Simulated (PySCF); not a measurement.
# [Hf2]+ at several levels of theory

Computed with PySCF 2.14.0 (density fitting, no spin-orbit coupling) at the geometry relaxed with BP86:

```xyz
2
[Hf2]+ (doublet)
Hf    0.0000    0.0000    1.1965
Hf    0.0000    0.0000   -1.1965
```

```json
{"level": "BP86", "basis": "Hf def2-SVP with ECP60", "state": "doublet", "HOMO (eV)": "-8.59", "gap (eV)": "0.58", "charge on Hf1 (e)": "0.50", "dipole about the centre of mass (D)": "0.00", "largest force component (eV/Å)": "0.00"}
{"level": "BP86", "basis": "Hf def2-TZVP with ECP60", "state": "doublet", "HOMO (eV)": "-8.56", "gap (eV)": "0.57", "charge on Hf1 (e)": "0.50", "dipole about the centre of mass (D)": "0.00", "largest force component (eV/Å)": "0.15"}
{"level": "BP86", "basis": "Hf x2c-SVPall", "state": "doublet", "HOMO (eV)": "-8.76", "gap (eV)": "0.46", "charge on Hf1 (e)": "0.50", "dipole about the centre of mass (D)": "0.00", "largest force component (eV/Å)": "0.85"}
```

HOMO and gap are taken over both spins. Charges are Mulliken's, which hang on the basis. The relaxation used the grid (50, 194), these runs (75, 302) or, all-electron (x2c bases, spin-free X2C Hamiltonian), (99, 590).

Problem. Order these levels, in the first row's basis, by the HOMO–LUMO gap they give here, smallest first.
A. r2SCAN
B. CAM-B3LYP
C. HF
D. PBE0

Solution. A (0.96 eV), D (2.09 eV), B (3.80 eV), C (5.81 eV).

Problem. And their other results?

Solution. 
```json
{"level": "CAM-B3LYP", "state": "doublet", "HOMO (eV)": "-10.15", "gap (eV)": "3.80", "charge on Hf1 (e)": "0.50", "dipole about the centre of mass (D)": "0.00", "largest force component (eV/Å)": "0.88"}
{"level": "HF", "state": "doublet", "HOMO (eV)": "-10.57", "gap (eV)": "5.81", "charge on Hf1 (e)": "0.50", "dipole about the centre of mass (D)": "0.00", "largest force component (eV/Å)": "0.88"}
{"level": "PBE0", "state": "doublet", "HOMO (eV)": "-9.22", "gap (eV)": "2.09", "charge on Hf1 (e)": "0.50", "dipole about the centre of mass (D)": "0.00", "largest force component (eV/Å)": "0.62"}
{"level": "r2SCAN", "state": "doublet", "HOMO (eV)": "-8.55", "gap (eV)": "0.96", "charge on Hf1 (e)": "0.50", "dipole about the centre of mass (D)": "0.00", "largest force component (eV/Å)": "0.26"}
```

Open shells may have lower solutions than the one found.

A gap near or under zero over both spins lies within a partly filled shell and is no excitation energy.
